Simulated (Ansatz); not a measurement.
```yaml
crystal:
  periodic: [false, false, false]
  atoms:
    - {symbol: Si, position_ang: [0.119545, -0.554379, -0.377401]}
    - {symbol: Zn, position_ang: [-0.553564, 2.704915, 1.838541]}
    - {symbol: H, position_ang: [0.381811, -1.826091, -1.243062]}
    - {symbol: H, position_ang: [-1.372215, -0.532080, 0.075516]}
    - {symbol: H, position_ang: [0.425375, 0.720936, -1.220620]}
    - {symbol: H, position_ang: [1.043252, -0.580501, 0.878410]}
basis:
  gaussian: {orbitals: aug-pcseg-2, nuclear_model: gaussian}
hamiltonian: {xc: {name: PBE0-DH}}
charge: 1
```

```sh
$ ansatz run in.yaml --threads 2 --pin off --events-out ev --progress --plain --max-ram 4352MiB
```

(1) How does Ansatz answer? (Estimate.)

Answers

(1) The calculation gave: The program refused the input.
```
Error: YAML parse error: error: line 13 column 1: unknown field `charge`, expected one of crystal, accuracy, basis, kpoints, hamiltonian, magnetization, projection, total_charge, correlation, batch, efield, external_charges, scf, relax, neb, saddle, md, ramp, phonons, dielectric, real_time, elastic, magnetic_configurations, gw, evaluate, workflow, output, checkpoint, execution
11 |   gaussian: {orbitals: aug-pcseg-2, nuclear_model: gaussian}
12 | hamiltonian: {xc: {name: PBE0-DH}}
13 | charge: 1
```
